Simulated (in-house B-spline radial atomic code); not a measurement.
Results of a calculation; reference values are marked as such.
# Correlation energy from the adiabatic connection: −Z/r, Z = 0.98

Two electrons in a singlet, external potential −Z/r, Z = 0.98 (atomic units). Full CI in B-splines (partial waves to l = 8, correlation up to 0.6 % small) with the density held fixed gives W(λ) = <V_ee>_λ − U, and E_c is the integral of W(λ) − W(0) from 0 to 1.

```tsv
λ	W(λ) − W(0) (hartree)
0	0.00000
0.02	-0.00265
0.05	-0.00645
0.12	-0.01458
0.25	-0.02740
0.4	-0.03939
0.6	-0.05204
0.8	-0.06200
1	-0.07006
```

Question: Integrate the table by the trapezoid rule.

Answer: The strips give -0.00003, -0.00014, -0.00074, -0.00273, -0.00501, -0.00914, -0.01140, -0.01321, which sum to -0.04239 hartree. The direct value, W(1) − W(0) + T_c with T_c = 0.02749, is -0.04257; the curve is convex, so chords lie above it and the trapezoids fall short in size by 0.43 %.

Question: Now use only three numbers: W(0) = -0.36554, the initial slope W'(0) = -0.1347 (extrapolated from the first points) and the strong-coupling limit of the point-charge-plus-continuum model, W∞ = -0.53556. What do second-order theory and the interpolation W(λ) = W∞ + (W(0) − W∞)/√(1 + 2χλ) of Seidl, Perdew and Levy give?

Answer: Second order keeps the slope alone: E_c = W'(0)/2 = -0.06735, +58 % in size against -0.04257. Matching the slope fixes χ = W'(0)/(W∞ − W(0)) = -0.1347/(-0.17002) = 0.79226. Integrating, with s = √(1 + 2χ) = 1.607644, E_c = −(W(0) − W∞)(s − 1)/(s + 1) = −0.17002 × 0.607644/2.607644 = -0.03962 hartree, -6.9 % in size against the full result. At λ = 1 the formula gives W − W(0) = -0.06426 against -0.07006. Part of the miss can come from the model's W∞.
